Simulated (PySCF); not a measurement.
**GaN⁺: from constants to spectrum**

TPSS constants of GaN⁺, ⁴Σ⁻ (quartet), unpaired electrons σ ↑, π ↑↑ (basis Ga pcseg-1, N pcseg-1; no relativity; PySCF 2.14; masses 68.9256 and 14.0031 u):

```
ωe            : 137.6 cm⁻¹
ωexe          : 2.82 cm⁻¹
Be            : 0.23848 cm⁻¹
αe            : 0.00722 cm⁻¹
De to Ga⁺ + N : 0.219 eV
```

Q: What force constant and bond length do these constants imply?

A: Reduced mass μred = 11.639 u; k = 5.8918×10⁻⁷·μred·ωe² (u, cm⁻¹, mdyn/Å) = 0.130 mdyn/Å; Re = √(16.8576/(μred·Be)) (u, cm⁻¹, Å) = 2.464 Å.

Q: Estimate the centrifugal constant D from the Kratzer relation and find the Dunham coefficient a1.

A: D = 4Be³/ωe² = 2.87e-06 cm⁻¹; a1 = −1 − αeωe/(6Be²) = -3.91.

The bond is weak. Basis-set superposition, not corrected here, can be much of De in a small basis, most of all at correlated wavefunction levels. Spin–orbit coupling is left out. For an ion De counts to the pair picked by the measured ionisation energies or electron affinities, which need not be the lowest pair at this level. The state is the lowest determinant that a PBE0 search found; another state may lie lower at other levels.
